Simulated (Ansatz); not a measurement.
Consider the formal exchange of groups at a C–Cl bond: `OC1(Cl)C[SiH2]1` + CH₄ → `CC1(O)C[SiH2]1` + HCl.

Calculated with Ansatz (gas phase, PBE0-D4/def2-TZVP geometries, no zero-point term in ΔE). CCSD(T)/CBS is the MP2 limit (def2-TZVPP, def2-QZVPP) plus CCSD(T) − MP2 in def2-TZVPP, frozen cores. This one scheme is used for every species. DFT in def2-TZVPP. B3LYP here is the variant with VWN-RPA as its local correlation; programs differ in this. HSE06 is defined as in plane-wave codes. One conformer a species, not always the lowest.

```json
{"level": "LDA (SPW92)", "ΔE (kJ/mol)": "-10.9", "difference from CCSD(T)/CBS": "2.8"}
{"level": "PBE-D4", "ΔE (kJ/mol)": "-5.1", "difference from CCSD(T)/CBS": "8.6"}
{"level": "revPBE-D4", "ΔE (kJ/mol)": "-5.4", "difference from CCSD(T)/CBS": "8.3"}
{"level": "r2SCAN-D4", "ΔE (kJ/mol)": "-6.5", "difference from CCSD(T)/CBS": "7.2"}
{"level": "B97M-V", "ΔE (kJ/mol)": "-9.8", "difference from CCSD(T)/CBS": "3.9"}
{"level": "PBE0-D4", "ΔE (kJ/mol)": "-10.0", "difference from CCSD(T)/CBS": "3.7"}
{"level": "B3LYP-D4", "ΔE (kJ/mol)": "-5.9", "difference from CCSD(T)/CBS": "7.8"}
{"level": "r2SCANh-D4", "ΔE (kJ/mol)": "-8.0", "difference from CCSD(T)/CBS": "5.7"}
{"level": "r2SCAN0-D4", "ΔE (kJ/mol)": "-10.1", "difference from CCSD(T)/CBS": "3.6"}
{"level": "HSE06-D4", "ΔE (kJ/mol)": "-9.6", "difference from CCSD(T)/CBS": "4.1"}
{"level": "BHLYP-D4", "ΔE (kJ/mol)": "-9.4", "difference from CCSD(T)/CBS": "4.3"}
{"level": "CAM-B3LYP-D4", "ΔE (kJ/mol)": "-9.8", "difference from CCSD(T)/CBS": "3.9"}
{"level": "ωB97X-V", "ΔE (kJ/mol)": "-10.0", "difference from CCSD(T)/CBS": "3.7"}
{"level": "B2PLYP", "ΔE (kJ/mol)": "-8.3", "difference from CCSD(T)/CBS": "5.4"}
{"level": "PBE-QIDH", "ΔE (kJ/mol)": "-13.2", "difference from CCSD(T)/CBS": "0.5"}
{"level": "PBE", "ΔE (kJ/mol)": "-4.3", "difference from CCSD(T)/CBS": "9.4"}
{"level": "revPBE", "ΔE (kJ/mol)": "-2.1", "difference from CCSD(T)/CBS": "11.6"}
{"level": "BLYP", "ΔE (kJ/mol)": "-0.2", "difference from CCSD(T)/CBS": "13.5"}
{"level": "r2SCAN", "ΔE (kJ/mol)": "-6.0", "difference from CCSD(T)/CBS": "7.7"}
{"level": "PBE0", "ΔE (kJ/mol)": "-9.2", "difference from CCSD(T)/CBS": "4.5"}
{"level": "B3LYP", "ΔE (kJ/mol)": "-5.0", "difference from CCSD(T)/CBS": "8.7"}
{"level": "r2SCANh", "ΔE (kJ/mol)": "-7.6", "difference from CCSD(T)/CBS": "6.1"}
{"level": "r2SCAN0", "ΔE (kJ/mol)": "-9.7", "difference from CCSD(T)/CBS": "4.0"}
{"level": "HSE06", "ΔE (kJ/mol)": "-9.0", "difference from CCSD(T)/CBS": "4.7"}
{"level": "BHLYP", "ΔE (kJ/mol)": "-9.7", "difference from CCSD(T)/CBS": "4.0"}
{"level": "CAM-B3LYP", "ΔE (kJ/mol)": "-9.1", "difference from CCSD(T)/CBS": "4.6"}
{"level": "LC-ωPBE", "ΔE (kJ/mol)": "-12.9", "difference from CCSD(T)/CBS": "0.8"}
{"level": "HF/def2-SVP", "ΔE (kJ/mol)": "-19.6", "difference from CCSD(T)/CBS": "-5.9"}
{"level": "MP2/def2-SVP", "ΔE (kJ/mol)": "-22.1", "difference from CCSD(T)/CBS": "-8.4"}
{"level": "CCSD/def2-SVP", "ΔE (kJ/mol)": "-24.2", "difference from CCSD(T)/CBS": "-10.5"}
{"level": "CCSD(T)/def2-SVP", "ΔE (kJ/mol)": "-23.3", "difference from CCSD(T)/CBS": "-9.6"}
{"level": "HF/def2-TZVPP", "ΔE (kJ/mol)": "-11.5", "difference from CCSD(T)/CBS": "2.2"}
{"level": "MP2/def2-TZVPP", "ΔE (kJ/mol)": "-14.6", "difference from CCSD(T)/CBS": "-0.9"}
{"level": "SCS-MP2/def2-TZVPP", "ΔE (kJ/mol)": "-14.0", "difference from CCSD(T)/CBS": "-0.3"}
{"level": "CCSD/def2-TZVPP", "ΔE (kJ/mol)": "-18.4", "difference from CCSD(T)/CBS": "-4.7"}
{"level": "CCSD(T)/def2-TZVPP", "ΔE (kJ/mol)": "-16.7", "difference from CCSD(T)/CBS": "-3.0"}
{"level": "HF/def2-QZVPP", "ΔE (kJ/mol)": "-11.6", "difference from CCSD(T)/CBS": "2.1"}
{"level": "MP2/def2-QZVPP", "ΔE (kJ/mol)": "-12.9", "difference from CCSD(T)/CBS": "0.8"}
{"level": "SCS-MP2/def2-QZVPP", "ΔE (kJ/mol)": "-12.5", "difference from CCSD(T)/CBS": "1.2"}
{"level": "HF/CBS(def2)", "ΔE (kJ/mol)": "-11.6", "difference from CCSD(T)/CBS": "2.1"}
{"level": "CCSD(T)/CBS", "ΔE (kJ/mol)": "-13.7", "difference from CCSD(T)/CBS": "0"}
```

Largest T1 diagnostic among the species: 0.012.

At CCSD(T), def2-SVP lies −9.6 kJ/mol from the extrapolated value and def2-TZVPP −3.0 kJ/mol. From r2SCAN to r2SCAN0 (25 % exact exchange), in def2-TZVPP and without D4, ΔE moves by −3.6 kJ/mol. In def2-TZVPP, CCSD(T) changes the Hartree–Fock value by −5.3 kJ/mol (the triples alone add +1.7 kJ/mol) and MP2 by −3.1 kJ/mol.

CCSD(T)/CBS has its own doubt, a few kJ/mol and more with outer-core shells, so smaller differences from it don't rank the levels.
